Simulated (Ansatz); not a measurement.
Cartesian coordinates in Å:
```
C -0.674 0.795 0.509
Sb -0.378 -0.291 -1.329
S 2.024 -0.593 -1.127
H -0.248 1.791 0.394
H -0.191 0.283 1.340
H -1.745 0.879 0.702
H -0.794 -1.796 -0.620
H 2.005 -1.067 0.130
```

Charge 0, multiplicity 1. Sb: def2 effective core potential.

Question: List the PBE0/def2-TZVPP orbital energies in eV (Ansatz). (Best estimate.)

Answer: Ansatz gave: Occupied: -2422.20, -278.35, -217.53, -161.36, -161.30, -161.16, -157.01, -108.60, -108.51, -108.39, -36.18, -36.13, -36.02, -35.99, -35.92, -20.33, -19.51, -15.10, -11.84, -11.73, -11.21, -9.35, -8.71, -7.32, -7.13. Lowest empty: -0.90, -0.21, 0.30, 1.34, 2.10, 2.65, 3.05, 3.36.
